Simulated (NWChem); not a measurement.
Program: NWChem. System: CCl2F, charge 1, spin multiplicity 1, at the geometry of a parent with another charge or spin, in a state set for the comparison that need not be this species' ground state. Level: B3LYP/def2-SVPD, VWN1-RPA local correlation.

Job file:

```
start mol
memory heap 200 mb stack 900 mb global 1100 mb
charge 1
geometry units angstroms nocenter noautoz
  F     -1.616705    -0.063760     0.000000
  C     -0.345619     0.328050     0.000000
  Cl     0.488943    -0.041014    -1.481469
  Cl     0.488943    -0.041014     1.481469
  symmetry group Cs
end
basis spherical
  * library def2-svpd
end
dft
  xc b3lyp
  semidirect memsize 60000000 filesize 0
  iterations 100
end
task dft energy
```

Output (cleaned and shortened):

```
             Northwest Computational Chemistry Package (NWChem) 7.3.0
             --------------------------------------------------------

                                NWChem Input Module
                                -------------------

 Scaling coordinates for geometry "geometry" by  1.889725989
 (inverse scale =  0.529177249)

 Turning off AUTOSYM since
 SYMMETRY directive was detected!

                             Geometry "geometry" -> ""
                             -------------------------

 Output coordinates in angstroms (scale by  1.889725989 to convert to a.u.)

  No.       Tag          Charge          X              Y              Z
 ---- ---------------- ---------- -------------- -------------- --------------
    1 F                    9.0000    -1.61670500    -0.06376000     0.00000000
    2 C                    6.0000    -0.34561900     0.32805000     0.00000000
    3 Cl                  17.0000     0.48894300    -0.04101400    -1.48146900
    4 Cl                  17.0000     0.48894300    -0.04101400     1.48146900

 Effective nuclear repulsion energy (a.u.)     198.0341269855

            Nuclear Dipole moment (a.u.)
            ----------------------------
        X                 Y               Z
 ---------------- ---------------- ----------------
     0.0000056692    -0.0000302356     0.0000000000

      Symmetry information
      --------------------

 Group name             Cs
 Group number              2
 Group order               2
 No. of unique centers     3

      Symmetry unique atoms

     1    2    3


 Summary of "ao basis" -> "" (spherical)
 ------------------------------------------------------------------------------
       Tag                 Description            Shells   Functions and Types
 ---------------- ------------------------------  ------  ---------------------
 *                         def2-svpd                  on all atoms

                                 NWChem DFT Module
                                 -----------------

 Summary of "ao basis" -> "ao basis" (spherical)
 ------------------------------------------------------------------------------
       Tag                 Description            Shells   Functions and Types
 ---------------- ------------------------------  ------  ---------------------
 F                         def2-svpd                 9       23   4s3p2d
 C                         def2-svpd                 8       20   4s2p2d
 Cl                        def2-svpd                11       27   5s4p2d

 Summary of "ao basis" -> "ao basis" (spherical)
 ------------------------------------------------------------------------------
       Tag                 Description            Shells   Functions and Types
 ---------------- ------------------------------  ------  ---------------------
 F                         def2-svpd                 9       23   4s3p2d
 C                         def2-svpd                 8       20   4s2p2d
 Cl                        def2-svpd                11       27   5s4p2d

      Symmetry analysis of basis
      --------------------------

        a'         57
        a"         40

            General Information
            -------------------
          SCF calculation type: DFT
          Wavefunction type:  closed shell.
          No. of atoms     :     4
          No. of electrons :    48
           Alpha electrons :    24
            Beta electrons :    24
          Charge           :     1
          Spin multiplicity:     1
          Use of symmetry is: on ; symmetry adaption is: on
          Maximum number of iterations: 100
          AO basis - number of functions:    97
                     number of shells:    39
          Convergence on energy requested:  1.00D-06
          Convergence on density requested:  1.00D-05
          Convergence on gradient requested:  5.00D-04

              XC Information
              --------------
                         B3LYP Method XC Potential
                     Hartree-Fock (Exact) Exchange  0.200
                        Slater Exchange Functional  0.800 local
                    Becke 1988 Exchange Functional  0.720 non-local
              Lee-Yang-Parr Correlation Functional  0.810
                  VWN I RPA Correlation Functional  0.190 local

             Grid Information
             ----------------
          Grid used for XC integration:  medium
          Radial quadrature: Mura-Knowles
          Angular quadrature: Lebedev.
          Tag              B.-S. Rad. Rad. Pts. Rad. Cut. Ang. Pts.
          ---              ---------- --------- --------- ---------
          F                   0.50       49          11.0       434
          C                   0.70       49          10.0       434
          Cl                  1.00       88          12.0       590
          Grid pruning is: on
          Number of quadrature shells:   186
          Spatial weights used:  Erf1

          Convergence Information
          -----------------------
          Convergence aids based upon iterative change in
          total energy or number of iterations.
          Levelshifting, if invoked, occurs when the
          HOMO/LUMO gap drops below (HL_TOL):  1.00D-02
          DIIS, if invoked, will attempt to extrapolate
          using up to (NFOCK): 10 stored Fock matrices.

                    Damping( 0%)  Levelshifting(0.5)       DIIS
                  --------------- ------------------- ---------------
          dE  on:    start            ASAP                start
          dE off:    2 iters        100 iters           100 iters

      Screening Tolerance Information
      -------------------------------
          Density screening/tol_rho:  1.00D-10
          AO Gaussian exp screening on grid/accAOfunc:  14
          CD Gaussian exp screening on grid/accCDfunc:  20
          XC Gaussian exp screening on grid/accXCfunc:  20
          Schwarz screening/accCoul:  1.00D-08

      Superposition of Atomic Density Guess
      -------------------------------------

 Sum of atomic energies:       -1055.58147751

 Renormalizing density from      49.00 to     48

      Non-variational initial energy
      ------------------------------

 Total energy =   -1042.871587
 1-e energy   =   -1815.855004
 2-e energy   =     574.949290
 HOMO         =      -0.745402
 LUMO         =      -0.434991

      Symmetry analysis of molecular orbitals - initial
      -------------------------------------------------

  Numbering of irreducible representations:

     1 a'          2 a"

  Orbital symmetries:

     1 a"          2 a'          3 a'          4 a'          5 a'
     6 a"          7 a'          8 a"          9 a'         10 a"
    11 a'         12 a"         13 a'         14 a'         15 a"
    16 a'         17 a"         18 a'         19 a'         20 a"
    21 a'         22 a'         23 a"         24 a"         25 a'
    26 a'         27 a"         28 a'         29 a'         30 a'
    31 a'         32 a"         33 a'         34 a"

------------------------------------------------------------
EAF file 0: "./mol.aoints.0" size=524288 bytes
------------------------------------------------------------
               write      read    awrite     aread      wait
               -----      ----    ------     -----      ----
     calls:        1         0         0         0         0
   data(b): 5.24e+05  0.00e+00  0.00e+00  0.00e+00
   time(s): 0.00e+00  0.00e+00  0.00e+00  0.00e+00  0.00e+00
rate(mb/s): 0.00e+00  0.00e+00
------------------------------------------------------------

   convergence    iter        energy       DeltaE   RMS-Dens  Diis-err    time
 ---------------- ----- ----------------- --------- --------- ---------  ------
 d= 0,ls=0.0,diis     1  -1057.2776083987 -1.26D+03  3.49D-02  2.88D+00     1.6
 d= 0,ls=0.0,diis     2  -1056.0800500860  1.20D+00  2.39D-02  1.32D+01     2.0
 d= 0,ls=0.0,diis     3  -1057.5627217153 -1.48D+00  5.00D-03  1.26D-01     2.3
 d= 0,ls=0.0,diis     4  -1057.5578008227  4.92D-03  2.61D-03  1.95D-01     2.7
 d= 0,ls=0.0,diis     5  -1057.5782895767 -2.05D-02  2.97D-04  1.55D-03     3.1
  Resetting Diis
 d= 0,ls=0.0,diis     6  -1057.5784635595 -1.74D-04  6.75D-05  5.64D-05     3.4
 d= 0,ls=0.0,diis     7  -1057.5784709369 -7.38D-06  2.46D-05  1.31D-06     3.8
 d= 0,ls=0.0,diis     8  -1057.5784704085  5.28D-07  1.74D-05  5.20D-06     4.2
 d= 0,ls=0.0,diis     9  -1057.5784711093 -7.01D-07  2.29D-06  7.96D-08     4.5

         Total DFT energy =    -1057.578471109279
      One electron energy =    -1840.408007015820
           Coulomb energy =      656.664809377338
    Exchange-Corr. energy =      -71.869400456276
 Nuclear repulsion energy =      198.034126985479

 Numeric. integr. density =       48.000000567048

     Total iterative time =      4.1s

                  Occupations of the irreducible representations
                  ----------------------------------------------

                     irrep           alpha         beta
                     --------     --------     --------
                     a'               14.0         14.0
                     a"               10.0         10.0

                       DFT Final Molecular Orbital Analysis
                       ------------------------------------

 Vector   22  Occ=2.000000D+00  E=-6.276516D-01  Symmetry=a'
              MO Center=  3.8D-01, -1.6D-02, -5.8D-14, r^2= 3.1D+00
   Bfn.  Coefficient  Atom+Function         Bfn.  Coefficient  Atom+Function
  ----- ------------  ---------------      ----- ------------  ---------------
    55      0.396999  3 Cl px                82      0.396999  4 Cl px
    52      0.326303  3 Cl px                79      0.326303  4 Cl px
    49      0.183633  3 Cl px                76      0.183633  4 Cl px
     5     -0.166139  1 F  px                 4      0.127611  1 F  s
     8      0.116118  1 F  px                31      0.112912  2 C  px

 Vector   23  Occ=2.000000D+00  E=-6.075282D-01  Symmetry=a"
              MO Center=  4.5D-01, -1.9D-02,  1.3D-13, r^2= 3.2D+00
   Bfn.  Coefficient  Atom+Function         Bfn.  Coefficient  Atom+Function
  ----- ------------  ---------------      ----- ------------  ---------------
    56      0.410205  3 Cl py                83     -0.410205  4 Cl py
    53      0.343696  3 Cl py                80     -0.343696  4 Cl py
    50      0.192839  3 Cl py                77     -0.192839  4 Cl py
    55      0.149274  3 Cl px                82     -0.149274  4 Cl px
    52      0.117440  3 Cl px                79     -0.117440  4 Cl px

 Vector   24  Occ=2.000000D+00  E=-5.928428D-01  Symmetry=a"
              MO Center=  4.3D-01, -2.8D-02, -2.7D-14, r^2= 3.3D+00
   Bfn.  Coefficient  Atom+Function         Bfn.  Coefficient  Atom+Function
  ----- ------------  ---------------      ----- ------------  ---------------
    55      0.324074  3 Cl px                82     -0.324074  4 Cl px
    57      0.308506  3 Cl pz                84      0.308506  4 Cl pz
    52      0.284104  3 Cl px                79     -0.284104  4 Cl px
    54      0.242913  3 Cl pz                81      0.242913  4 Cl pz
    49      0.158246  3 Cl px                76     -0.158246  4 Cl px

 Vector   25  Occ=0.000000D+00  E=-4.430561D-01  Symmetry=a'
              MO Center= -1.3D-01,  3.2D-01,  1.7D-14, r^2= 2.4D+00
   Bfn.  Coefficient  Atom+Function         Bfn.  Coefficient  Atom+Function
  ----- ------------  ---------------      ----- ------------  ---------------
    29      0.526716  2 C  py                32      0.311952  2 C  py
    56     -0.306650  3 Cl py                83     -0.306650  4 Cl py
    26      0.291154  2 C  s                 25      0.259585  2 C  s
     6      0.243939  1 F  py                53     -0.226587  3 Cl py
    80     -0.226587  4 Cl py                 9     -0.172919  1 F  py

 Vector   26  Occ=0.000000D+00  E=-2.817269D-01  Symmetry=a'
              MO Center=  3.1D-01, -2.1D-02,  2.0D-13, r^2= 3.3D+00
   Bfn.  Coefficient  Atom+Function         Bfn.  Coefficient  Atom+Function
  ----- ------------  ---------------      ----- ------------  ---------------
    26      0.655384  2 C  s                 25      0.507350  2 C  s
    57     -0.472519  3 Cl pz                84      0.472519  4 Cl pz
    31      0.323651  2 C  px                27     -0.318614  2 C  s
    28      0.309664  2 C  px                47     -0.310513  3 Cl s
    74     -0.310513  4 Cl s                 29     -0.290163  2 C  py

 Vector   27  Occ=0.000000D+00  E=-2.296236D-01  Symmetry=a"
              MO Center=  1.9D-01,  5.1D-02, -6.9D-14, r^2= 3.5D+00
   Bfn.  Coefficient  Atom+Function         Bfn.  Coefficient  Atom+Function
  ----- ------------  ---------------      ----- ------------  ---------------
    30      0.666517  2 C  pz                33      0.596495  2 C  pz
    47      0.418831  3 Cl s                 74     -0.418831  4 Cl s
    57      0.356423  3 Cl pz                84      0.356423  4 Cl pz
    55     -0.263749  3 Cl px                82      0.263749  4 Cl px
    46      0.162058  3 Cl s                 73     -0.162058  4 Cl s

 center of mass
 --------------
 x =  -0.01248172 y =  -0.00268029 z =   0.00000000

 moments of inertia (a.u.)
 ------------------
         553.450239121196           2.876954460688           0.000000000000
           2.876954460688         790.281102027324           0.000000000000
           0.000000000000           0.000000000000         247.444630702393

     Multipole analysis of the density
     ---------------------------------

     L   x y z        total         alpha         beta         nuclear
     -   - - -        -----         -----         ----         -------
     0   0 0 0      1.000000    -24.000000    -24.000000     49.000000

     1   1 0 0      0.275449      0.137722      0.137722      0.000006
     1   0 1 0      0.143199      0.071615      0.071615     -0.000030
     1   0 0 1      0.000000      0.000000      0.000000      0.000000

     2   2 0 0    -22.543730    -69.066950    -69.066950    115.590171
     2   1 1 0     -0.855518      0.347825      0.347825     -1.551167
     2   1 0 1      0.000000      0.000000      0.000000      0.000000
     2   0 2 0    -23.173637    -12.907187    -12.907187      2.640737
     2   0 1 1     -0.000000     -0.000000     -0.000000      0.000000
     2   0 0 2    -16.387179   -141.432702   -141.432702    266.478224

 Task  times  cpu:        4.5s     wall:        4.5s

 Total times  cpu:        4.6s     wall:        4.6s
```
